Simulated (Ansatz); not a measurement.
A run for Ansatz (a program for electronic structure): R-B3LYP/def2-TZVPPD on N-methylmethanimine (SMILES C=NC) with ghost functions, monomers drawn apart or pushed together. Files ending in .json are basis or fitting sets from the Basis Set Exchange.

Ansatz 0.2 input:
```yaml
crystal:
  periodic: [false, false, false]
  atoms:
    - {symbol: C, position_ang: [-0.87117176, 0.98217052, 0.08530888]}
    - {symbol: N, position_ang: [-0.11875750, 0.13958578, 0.64317204]}
    - {symbol: C, position_ang: [0.56416924, -0.86247084, -0.15016902]}
    - {symbol: H, position_ang: [-1.37650676, 1.72740964, 0.69348369]}
    - {symbol: H, position_ang: [-1.04150251, 0.99873208, -0.99527204]}
    - {symbol: H, position_ang: [0.34360864, -0.78095898, -1.21971435]}
    - {symbol: H, position_ang: [1.63898639, -0.76360373, 0.00986895]}
    - {symbol: H, position_ang: [0.27397852, -1.85130364, 0.20846698]}
basis:
  gaussian:
    orbitals: def2-TZVPPD.json
    ghost_atoms:
      - {symbol: F, position_ang: [0.25124297, 0.19089931, 3.47223294]}
      - {symbol: H, position_ang: [0.13027520, 0.16833565, 2.51522651]}
hamiltonian:
  xc: {name: B3LYP}
scf: {lower_state_search: off}
```

The head of its log:

```
WARN ansatz: RAYON_NUM_THREADS=1 ignored (pool sized by the plan → 1); use --threads N
Functional definition: B3LYP
these checks for a lower state are left out or cut short: stability, starts, cluster_reference, orbital_swaps, neighbouring_geometries, increment
integrals: 0.13 GiB planned
1066 factors; their error is unknown
mean field: 1.35 GiB planned
mean field evaluation 1: about -3639.4258 eV, gradient 5.5e1 eV
mean field evaluation 2: about -3630.2947 eV, gradient 8.1e1 eV
```

**Question.** Give the final energy of this run.

**Answer.** -134.0003 hartree.
